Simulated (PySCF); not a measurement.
Input of a run (PBE0-D3(BJ)/def2-SVP geometry optimisation, gas phase (PySCF 2.14.0)), started from GFN2-xTB:
```
{"job": {"xc": "PBE0", "basis": "def2-SVP", "d3": "d3bj", "grid": 1, "maxiter": 40, "shake": 0.03, "kind": "geom"}, "charge": 0, "multiplicity": 1}
Al    -0.490930    -1.275260     0.945580
H     -2.046810    -0.852980     1.197450
H      0.187440    -2.419550     1.399610
S      0.751070     0.786650     1.444260
Al     1.050030     0.825630    -0.913940
H      0.250060     2.085000    -1.390040
H      2.554320     0.472760    -1.145030
S     -0.265020    -0.999790    -1.435880
H     -0.471630     1.520320     1.336890
H     -1.393880    -0.219520    -1.434490
```

Output (energies in Eh, forces in Eh/bohr):
```
step   0  E = -1284.03367514  max force = 0.063890
step   1  E = -1284.04887248  max force = 0.007696
step   2  E = -1284.04980979  max force = 0.002733
step   3  E = -1284.05036963  max force = 0.002256
step   4  E = -1284.05046640  max force = 0.001515
step   5  E = -1284.05052861  max force = 0.000588
step   6  E = -1284.05054703  max force = 0.000542
step   7  E = -1284.05057095  max force = 0.000792
step   8  E = -1284.05058504  max force = 0.000541
step   9  E = -1284.05059479  max force = 0.000405
optimisation converged
```

Task: Summarise the run.

Result: The energy falls by 44.4 kJ/mol over 10 energy and gradient evaluations, the largest force component goes from 0.0639 to 4.0e-04 Eh/bohr, and the atoms move by 0.163 Å rms after alignment. The bond that changes most is Al1–H3 (ends: aluminium bonded to 2 S and 2 H; hydrogen on aluminium), which lengthens by 0.177 Å. Bonds longer at the end by more than 0.005 Å: 5 of 10; shorter: 5. Among the angles that change most is Al1–S4–H9, from 89.0° to 96.4°. Among the dihedrals that turn most is H2–Al1–S4–Al5, from -108° to -119°. The energy never rose by more than 1e-6 Eh on the way. The first step brought 90 % of the lowering.

Task: What are the final bond lengths?

Result: Al1–H2 1.586 Å, Al1–H3 1.583 Å, Al1–S4 2.387 Å, Al1–S8 2.386 Å, S4–Al5 2.387 Å, S4–H9 1.353 Å, Al5–H6 1.587 Å, Al5–H7 1.582 Å, Al5–S8 2.384 Å, S8–H10 1.353 Å. Numbering counts from 1 in the input's order; the species is (H2Al-mu-SH)2, Al2H6S2.

The run used 102 basis functions and 57 SCF cycles in all.

Not checked by PBE0-D3(BJ)/def2-SVP frequencies. One conformer, not necessarily the lowest.
